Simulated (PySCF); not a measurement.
Species: C₇H₁₀.
SMILES with atom numbers: `[CH2:1]=[CH:2]/[CH:3]=[CH:4]/[C:5](=[CH2:6])[CH3:7]` (hydrogens: H8, H9 on C1; H10 on C2; H11 on C3; H12 on C4; H13, H14 on C6; H15, H16, H17 on C7)

The same species was optimised twice, with GFN2-xTB and with PBE0-D3(BJ)/def2-SVP (PySCF), and the same property calculations (PySCF, gas phase) were run on both structures.

```json
{"coordinate": "C5=C6 (Å)", "GFN2-xTB": "1.335", "PBE0-D3(BJ)/def2-SVP": "1.347", "change": "+0.012"}
{"coordinate": "C1=C2 (Å)", "GFN2-xTB": "1.331", "PBE0-D3(BJ)/def2-SVP": "1.342", "change": "+0.011"}
{"coordinate": "C4–C5 (Å)", "GFN2-xTB": "1.449", "PBE0-D3(BJ)/def2-SVP": "1.458", "change": "+0.009"}
{"coordinate": "C3=C4 (Å)", "GFN2-xTB": "1.343", "PBE0-D3(BJ)/def2-SVP": "1.351", "change": "+0.008"}
{"coordinate": "C2–C3 (Å)", "GFN2-xTB": "1.440", "PBE0-D3(BJ)/def2-SVP": "1.448", "change": "+0.008"}
{"coordinate": "C5–C7 (Å)", "GFN2-xTB": "1.500", "PBE0-D3(BJ)/def2-SVP": "1.501", "change": "+0.001"}
{"coordinate": "C1–C2–C3 (°)", "GFN2-xTB": "123.7", "PBE0-D3(BJ)/def2-SVP": "124.4", "change": "+0.7"}
{"coordinate": "C4–C5–C6 (°)", "GFN2-xTB": "120.3", "PBE0-D3(BJ)/def2-SVP": "119.6", "change": "-0.7"}
{"coordinate": "C2–C3–C4 (°)", "GFN2-xTB": "123.2", "PBE0-D3(BJ)/def2-SVP": "123.8", "change": "+0.6"}
{"coordinate": "C6–C5–C7 (°)", "GFN2-xTB": "121.1", "PBE0-D3(BJ)/def2-SVP": "121.6", "change": "+0.5"}
{"coordinate": "C4–C5–C7 (°)", "GFN2-xTB": "118.6", "PBE0-D3(BJ)/def2-SVP": "118.8", "change": "+0.2"}
{"coordinate": "C3–C4–C5 (°)", "GFN2-xTB": "126.1", "PBE0-D3(BJ)/def2-SVP": "125.9", "change": "-0.2"}
{"coordinate": "C1–C2–C3–C4 (°)", "GFN2-xTB": "-179", "PBE0-D3(BJ)/def2-SVP": "180", "change": "-1"}
{"coordinate": "C3–C4–C5–C6 (°)", "GFN2-xTB": "180", "PBE0-D3(BJ)/def2-SVP": "180", "change": "0"}
```

Rotational constants: A = 7691, B = 1197, C = 1043 MHz (GFN2-xTB) against A = 7578, B = 1181, C = 1028 MHz (PBE0-D3(BJ)/def2-SVP). Point groups within 0.08 Å: Cs and Cs.

On the GFN2-xTB structure: lowest singlet, TDDFT (eV) 4.97 [CAM-B3LYP/def2-SVPD]; lowest triplet, Tamm–Dancoff (eV) 2.64 [CAM-B3LYP/def2-SVPD]; isotropic polarisability (au) 100.3 [CAM-B3LYP/def2-SVPD]; HOMO (eV) -7.37 [CAM-B3LYP/def2-SVPD]; LUMO (eV) -0.28 [CAM-B3LYP/def2-SVPD]; dipole (D) 0.27 [CAM-B3LYP/def2-SVPD]; HOMO (eV) -6.21 [PBE0/pcSseg-1]; LUMO (eV) -1.30 [PBE0/pcSseg-1]; dipole (D) 0.31 [PBE0/pcSseg-1]; GIAO shielding of C1 (ppm) 62.0 [PBE0/pcSseg-1]; GIAO shielding of C2 (ppm) 40.8 [PBE0/pcSseg-1]; GIAO shielding of C3 (ppm) 49.3 [PBE0/pcSseg-1]; GIAO shielding of C4 (ppm) 43.2 [PBE0/pcSseg-1]; GIAO shielding of C5 (ppm) 36.8 [PBE0/pcSseg-1]; GIAO shielding of C6 (ppm) 61.3 [PBE0/pcSseg-1]; GIAO shielding of C7 (ppm) 165.5 [PBE0/pcSseg-1].

Question: What do these properties become on the PBE0-D3(BJ)/def2-SVP structure?

Answer: 
| property | level | on GFN2-xTB | on PBE0-D3(BJ)/def2-SVP | change |
| --- | --- | --- | --- | --- |
| lowest singlet, TDDFT (eV) | CAM-B3LYP/def2-SVPD | 4.97 | 4.91 | -0.06 |
| lowest triplet, Tamm–Dancoff (eV) | CAM-B3LYP/def2-SVPD | 2.64 | 2.57 | -0.07 |
| isotropic polarisability (au) | CAM-B3LYP/def2-SVPD | 100.3 | 102.5 | +2.2 |
| HOMO (eV) | CAM-B3LYP/def2-SVPD | -7.37 | -7.36 | +0.01 |
| LUMO (eV) | CAM-B3LYP/def2-SVPD | -0.28 | -0.33 | -0.05 |
| dipole (D) | CAM-B3LYP/def2-SVPD | 0.27 | 0.30 | +0.03 |
| energy, GFN2-xTB geometry as zero (kcal/mol) | CAM-B3LYP/def2-SVPD | 0.0 | -0.9 | -0.9 |
| HOMO (eV) | PBE0/pcSseg-1 | -6.21 | -6.20 | +0.01 |
| LUMO (eV) | PBE0/pcSseg-1 | -1.30 | -1.36 | -0.06 |
| dipole (D) | PBE0/pcSseg-1 | 0.31 | 0.33 | +0.02 |
| energy, GFN2-xTB geometry as zero (kcal/mol) | PBE0/pcSseg-1 | 0.0 | -0.4 | -0.4 |
| GIAO shielding of C1 (ppm) | PBE0/pcSseg-1 | 62.0 | 59.0 | -3.0 |
| GIAO shielding of C2 (ppm) | PBE0/pcSseg-1 | 40.8 | 38.7 | -2.1 |
| GIAO shielding of C3 (ppm) | PBE0/pcSseg-1 | 49.3 | 47.7 | -1.6 |
| GIAO shielding of C4 (ppm) | PBE0/pcSseg-1 | 43.2 | 40.8 | -2.4 |
| GIAO shielding of C5 (ppm) | PBE0/pcSseg-1 | 36.8 | 34.7 | -2.1 |
| GIAO shielding of C6 (ppm) | PBE0/pcSseg-1 | 61.3 | 57.7 | -3.6 |
| GIAO shielding of C7 (ppm) | PBE0/pcSseg-1 | 165.5 | 164.1 | -1.4 |

The heavy atoms differ by 0.016 Å rms after alignment. Among bonds between heavy atoms C1=C2 and C5=C6 change most and about equally (+0.011 to +0.012 Å). Changes are differences of the printed values. Neither structure is proved a minimum here.

The values belong to the conformer `[CH2:1]=[CH:2]/[CH:3]=[CH:4]/[C:5](=[CH2:6])[CH3:7]`: C1–C2–C3–C4 180°, C3–C4–C5–C6 180°.
